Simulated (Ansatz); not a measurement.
Relaxation of C3H9BSSi (15 atoms, charge 0, multiplicity 1), to a largest force component of 0.02 eV/Å in at most 40 steps.

These are results of Ansatz 0.2.0, RKS B3LYP-D4/6-31G, not measurements.

```xyz
15
Properties=species:S:1:pos:R:3
C -0.757 -1.111 1.810
B 0.090 0.040 1.100
C 1.190 -0.421 0.073
Si 0.843 0.404 -1.522
C -0.812 1.264 -1.096
S -0.713 1.718 0.684
H -0.132 -1.863 2.220
H -1.460 -1.487 1.044
H -1.389 -0.590 2.662
H 1.226 -1.524 -0.011
H 2.207 -0.070 0.453
H 0.564 -0.587 -2.567
H 1.754 1.399 -1.901
H -0.956 2.200 -1.676
H -1.677 0.578 -1.243
```

**Question.** Where does it end, and by what steps?

**Answer.** It converged. The force dipped under the threshold on the way, but the program's further checks kept it going. Limits of this set-up: no polarisation functions. After 21 steps the energy has fallen by 1.293 eV; H15 moved furthest, 1.40 Å.

```csv
step,energy less start (eV),largest force component (eV/Å),accepted
0,0.0000,3.436,yes
1,-0.6357,1.312,yes
2,-0.8622,0.570,yes
3,-0.9946,0.511,yes
4,-1.0967,0.375,yes
5,-1.1859,0.363,yes
6,-1.2454,0.100,yes
7,-1.2650,0.160,yes
8,-1.2779,0.043,yes
9,-1.2820,0.056,yes
10,-1.2654,0.686,no
11,-1.2847,0.052,yes
12,-1.2861,0.207,yes
13,-1.2878,0.060,yes
14,-1.2895,0.013,yes
15,-1.2881,0.176,no
16,-1.2916,0.056,yes
17,-1.2914,0.094,no
18,-1.2926,0.027,yes
19,-1.2931,0.038,yes
20,-1.2931,0.033,yes
21,-1.2933,0.010,yes
```

```xyz
15
Properties=species:S:1:pos:R:3
C -0.668 -1.166 2.128
B -0.332 -0.322 0.849
C 0.999 -0.480 0.011
Si 0.740 0.348 -1.698
C -0.662 1.607 -1.284
S -1.542 0.954 0.287
H 0.149 -1.085 2.861
H -0.730 -2.232 1.861
H -1.603 -0.888 2.626
H 1.311 -1.530 -0.061
H 1.808 0.044 0.546
H 0.250 -0.636 -2.725
H 1.956 1.047 -2.245
H -0.280 2.606 -1.061
H -1.419 1.684 -2.065
```

Time of the run: 74 s on 1 thread of Intel(R) Xeon(R) 6975P-C (Granite Rapids), on a shared host, peak memory 0.2 GiB.
